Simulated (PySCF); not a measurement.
Compound: CH5B3Cl2.
Bonds: B1–C2, C2–B3, C2–B4, B4–Cl5, B4–Cl6. Hydrogens: H7, H8 on B1; H9 on C2; H10, H11 on B3.

Method: PBE0-D3(BJ)/def2-SVP geometry optimisation, gas phase (PySCF 2.14.0).

Question: What internal coordinates does the optimisation give?

Answer: 
| bond | length (pm) |
| --- | --- |
| B1–C2, C2–B3 | 155.9 |
| C2–B4 | 156.4 |
| B4–Cl5, B4–Cl6 | 175.5 |
| B1–H7 and 3 like bonds | 120.7 |
| C2–H9 | 109.6 |

Bonds in one row agree within 1 pm and their mean is given. A selection of angles:
| angle | degrees |
| --- | --- |
| C2–B1–H7 | 118.6 |
| C2–B1–H8 | 121.6 |
| H7–B1–H8 | 119.8 |
| B1–C2–B3 | 104.0 |
| B1–C2–B4 | 105.7 |
| B1–C2–H9 | 114.5 |
| B3–C2–H9 | 114.6 |
| B4–C2–H9 | 111.4 |
| C2–B4–Cl5 | 124.9 |
| C2–B4–Cl6 | 118.0 |
| Cl5–B4–Cl6 | 117.1 |

Torsions: B1–C2–B4–Cl5 53° (synclinal). The mirror-image conformer, all signs reversed, is as good.

B4 (three-coordinate boron) is planar (angles 124.9°, 118.0° and 117.1°, sum 360.0°, 0.00 Å off the plane of its three neighbours). B1 (three-coordinate boron) is planar (angles 121.6°, 119.8° and 118.6°, sum 360.0°, 0.00 Å off the plane of its three neighbours). Of the pairs four or more bonds apart, Cl5···H8 is among the closest relative to their van der Waals radii: 2.98 Å, 101 % of the sum of Bondi's values.

Point group: near Cs, missed by 0.10 Å at most; the miss may be what the optimiser left on a soft mode. No PBE0-D3(BJ)/def2-SVP frequencies stand behind this structure, so it isn't proved a minimum. One conformer, not necessarily the lowest (H–B1–C2–B3 -124° and 55°, B1–C2–B3–H 122° and -58°, B1–C2–B4–Cl5 53°).

On one thread of an Arm Neoverse V1, on a shared host, this took 50 s of wall time and 0.52 GiB of memory at its peak. These figures are those of the optimisation.
